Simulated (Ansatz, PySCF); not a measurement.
CH₃OS, SMILES C[S]=O (connectivity only; charge and spin as stated), charge -1, multiplicity 1. Atoms are numbered in the order given.

```xyz
6

C      0.2965    -1.4184     0.0000
S     -0.5486     0.2156     0.0000
O      0.6665     1.2735     0.0000
H      0.9329    -1.5266     0.8959
H     -0.4745    -2.2094     0.0000
H      0.9329    -1.5266    -0.8959
```
Charge -1, spin multiplicity 1.

Geometry optimised at B3LYP-D3(BJ)/def2-SVPD. The multiplicity is an assumed one; other spin states were not compared. The isomer is the one that the SMILES or the coordinates give; other isomers of the formula were not compared.

Two levels are set side by side: PBE-D3(BJ)/def2-SVPD (Ansatz, a first-principles code) and B3LYP-D3(BJ)/def2-SVPD (Ansatz). Each level has its own optimised geometry; the coordinates shown are those of the second. Frequencies come from the Hessian of PySCF at each geometry. Differences are taken from unrounded values.

```json
[
 {"quantity": "mean bond length (Å)", "B3LYP-D3(BJ)": "1.353"},
 {"quantity": "bond C1–S2 (Å)", "B3LYP-D3(BJ)": "1.840"},
 {"quantity": "bond S2–O3 (Å)", "B3LYP-D3(BJ)": "1.611"},
 {"quantity": "bond C1–H4 (Å)", "B3LYP-D3(BJ)": "1.104"},
 {"quantity": "bond C1–H5 (Å)", "B3LYP-D3(BJ)": "1.105"},
 {"quantity": "bond C1–H6 (Å)", "B3LYP-D3(BJ)": "1.104"},
 {"quantity": "highest harmonic wavenumber (cm⁻¹)", "B3LYP-D3(BJ)": "3055"},
 {"quantity": "mean harmonic wavenumber (cm⁻¹)", "B3LYP-D3(BJ)": "1408"},
 {"quantity": "zero-point energy (kcal/mol)", "B3LYP-D3(BJ)": "24.16"}
]
```

Q: What does PBE-D3(BJ) give, and how far is it from B3LYP-D3(BJ)? (Estimate from the structure and the level; the computed values follow.)

A: 
```csv
quantity,PBE-D3(BJ),PBE-D3(BJ) minus B3LYP-D3(BJ)
mean bond length (Å),1.360,0.008
bond C1–S2 (Å),1.845,0.005
bond S2–O3 (Å),1.618,0.007
bond C1–H4 (Å),1.113,0.009
bond C1–H5 (Å),1.113,0.008
bond C1–H6 (Å),1.113,0.009
highest harmonic wavenumber (cm⁻¹),2996,-59
mean harmonic wavenumber (cm⁻¹),1366,-43
zero-point energy (kcal/mol),23.43,-0.73
```

GGA bonds tend to be longer and softer than those of functionals with exact exchange. Differences between two approximate levels are no errors against the true value.
